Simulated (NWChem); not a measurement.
Molecule: GeSi₂H₆, singlet; SMILES [SiH3][Ge][SiH3]

```xyz
9

Ge     0.9019    -0.0136    -0.5527
Si    -0.7469    -1.7137     0.0691
H     -0.4725    -3.0672    -0.5090
H     -2.1857    -1.3734    -0.1795
H     -0.5491    -1.8039     1.5588
Si    -0.7653     1.7105    -0.0597
H     -1.7622     1.3888     1.0129
H     -1.5107     1.8021    -1.3643
H     -0.1800     3.0586     0.2255
```
Atoms are numbered in this order, from 1.

All runs: NWChem. Pople sets run with spherical d functions. Low-valent species are run as closed-shell singlets; no triplet was tried in these runs. The geometry was optimised at PBE0/def2-SVP. B3LYP is NWChem's, with the RPA form of VWN correlation. Vzz is the largest principal value of the second derivative of the potential at the nucleus (NWChem prints the opposite sign); η is the asymmetry. Non-relativistic.

```
level          Vzz Ge1 (a.u.)  η Ge1
-------------  --------------  -----
B3LYP/cc-pVTZ             [?]   0.19
B3LYP/6-31G*            4.529   0.20
PBE/def2-SVP            4.702   0.17
PBE/6-31G*              4.386   0.18
```

Q: What belongs in the gaps?

A: 
- B3LYP/cc-pVTZ, Vzz Ge1 (a.u.): 5.104
